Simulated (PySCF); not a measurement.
A GIAO shielding run with PySCF 2.14.0 with density-fitted response routines (density fitting, non-relativistic, gas phase) on `COC[N@@+]1(C)[BH2-]CCC1`, C6H16BNO:

```
$ OMP_NUM_THREADS=1 python probes_run.py task.json out

{"job": {"kind": "nmr", "xc": "PBE0", "basis": "pcSseg-1"}, "charge": 0, "multiplicity": 1}
C      3.010537    -0.625930    -0.842457
O      1.981659    -0.104150    -0.055491
C      0.783230     0.043070    -0.740834
N     -0.221599     0.618673     0.156412
C      0.162863     1.988949     0.522017
B     -1.693163     0.543276    -0.622092
C     -2.252264    -0.911001    -0.121309
C     -1.212342    -1.451015     0.876102
C     -0.431857    -0.240757     1.355424
H      3.246991     0.032972    -1.700199
H      3.903741    -0.713218    -0.210204
H      2.758602    -1.628137    -1.238666
H      0.403848    -0.923322    -1.116403
H      0.882172     0.725157    -1.604569
H     -0.594834     2.397408     1.200333
H      1.153406     1.995203     0.998584
H      0.182213     2.604706    -0.386707
H     -1.446351     0.671585    -1.818641
H     -2.321530     1.504074    -0.189341
H     -3.223893    -0.789925     0.383540
H     -2.420946    -1.632252    -0.936313
H     -0.523993    -2.167825     0.397240
H     -1.642854    -1.985962     1.737595
H     -1.042922     0.356371     2.047871
H      0.533317    -0.463282     1.834315
```

Hardware: 1 thread of an Arm Neoverse N1, shared host. The job also computes population analyses, field gradients, ring-centre shieldings.

(1) How large is the calculation?

(2) How long does it take, and how much memory does it need?

(3) And these other runs on the same molecule and hardware: GIAO shielding at HF/pcSseg-1?

## Answers

(1) 72 electrons, 233 basis functions and 1195 auxiliary functions.

(2) 100 s of wall time, with 14 SCF cycles and 4 response iterations; peak memory 1.1 GiB. Times on a shared host scatter by some tens of per cent.

(3) HF/pcSseg-1: 233 functions, 48 s.
